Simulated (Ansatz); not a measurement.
A run for Ansatz (an electronic-structure program): R-BHLYP/def2-TZVPP on SiS, 2S+1 = 1, a spin state set in the input, which need not be the lowest, a point of a bond scan (R = 1.938 Å).

Ansatz 0.2 input:
```yaml
crystal:
  periodic: [false, false, false]
  atoms:
    - {symbol: Si, position_ang: [0.00000000, 0.00000000, 0.00000000]}
    - {symbol: S, position_ang: [0.00000000, 0.00000000, 1.93756500]}
basis:
  gaussian:
    orbitals: def2-TZVPP
    pivot_positions_ang: [[0.00000000, 0.00000000, 0.00000000], [0.00000000, 0.00000000, 1.93756500]]
hamiltonian:
  xc: {name: BHLYP}
output: {forces: true, orbitals: {seedname: ./end}}
```

The head of its log:

```
Functional definition: BHLYP
[...]
integrals: 0.02 GiB planned
645 factors; their error is unknown
mean field: 0.20 GiB planned
mean field evaluation 1: about -18712.0673 eV, gradient 2.1e1 eV
mean field evaluation 2: about -18710.0045 eV, gradient 3.4e1 eV
```

Task: Predict the final total energy.

Result: -687.7114 hartree.
